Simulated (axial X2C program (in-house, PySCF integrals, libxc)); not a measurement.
## TaI: properties at the nuclei

Calculated with an in-house all-electron X2C program for linear molecules (integrals from PySCF): two-component X2C with atomic mean-field Coulomb and Gaunt terms, Gaussian nuclei, basis Ta dyall-cv3z, I dyall-cv3z with contracted cores.

R = 2.637 Å (near the PBE0 minimum at charge 0 of the determinant lowest at the starting distance; the state shown can have its own minimum elsewhere).

Determinant lowest in the PBE0 search, Ω = 1 (⟨Sz⟩ = 1.97, ⟨Lz⟩ = -0.97 at PBE0), spin on the atoms Ta 2.00, I -0.03:

```tsv
level	Eeff magnitude (GV/cm)	Ws magnitude Ta (kHz)	A∥/gI Ta (MHz)	qzz Ta (a.u.)	A∥/gI I (MHz)	qzz I (a.u.)	μ (D)
PBE0	29.3	27.2	4100	1.68	-83.7	2.70	-2.85
HF	28.1	26.6	3660	0.02	-48.2	1.65	-3.64
BHandHLYP	35.3	32.5	4070	1.16	-30.8	2.55	-3.26
B3LYP	34.1	31.8	4070	2.01	-71.5	2.80	-2.63
PBE50	29.3	27.2	4050	1.08	-66.1	2.56	-3.39
```

Determinant 0.27 eV from it at PBE0 and this distance, Ω = 3 (⟨Sz⟩ = 1.98, ⟨Lz⟩ = 1.02 at PBE0), spin on the atoms Ta 2.00, I -0.02:

```tsv
level	Eeff magnitude (GV/cm)	Ws magnitude Ta (kHz)	A∥/gI Ta (MHz)	qzz Ta (a.u.)	A∥/gI I (MHz)	qzz I (a.u.)	μ (D)
PBE0	26.8	8.4	1710	2.07	70	2.84	-2.96
HF	31.2	10.2	1530	0.59	23.6	1.78	-3.80
BHandHLYP	31.1	9.7	1700	1.68	55.5	2.69	-3.37
B3LYP	28.8	8.89	1750	2.29	72.9	2.92	-2.73
PBE50	27.6	8.76	1680	1.56	53.1	2.69	-3.51
```

Eeff is the effective electric field on the electron electric dipole moment in this Ω state and Ws the scalar–pseudoscalar constant of the nucleus named (defined with the proton number Z and per Ω); A∥ (defined per Ω) follows by multiplying with gI = μI/(I μN); qzz is the electric field gradient, eQq0 = 234.96 MHz × Q/barn × qzz; μ is positive if the I end (last atom) is positive. The operators were transformed with the bare-nucleus X2C matrices; with these basis sets, hyperfine constants and field gradients can be off by tens of per cent, and where levels differ in sign neither size nor sign is settled.

**Question.** With gI(181Ta) = 0.6773, Q(127I) = -0.68822 barn (g factors from the IAEA table of nuclear moments by Stone; Q from Pyykkö, Mol. Phys. 2018), turn the PBE0 values of the first state into constants in MHz.

**Answer.** A∥(181Ta) = 4100 × 0.6773 = 2780 MHz; eQq0(127I) = 234.96 × (-0.68822) × (2.70) = -437 MHz.

Each state is one determinant with collinear spin, which with several unpaired electrons need not be a pure state. Unrestricted Hartree–Fock can overshoot spin polarisation at the nuclei. With several open shells hyperfine constants can be off by a factor of several. Open-shell Ω = 0 determinants with evenly filled partner blocks cannot be reached by this program, so the Ω shown need not be the lowest component. The search compared states at one distance, so a state with another bond length can lie lower. Where a field gradient or hyperfine factor spreads by more than a factor of two over the levels, a constant derived from it is not to be relied on. PBE0 term energies can be off by some tenths of an eV.
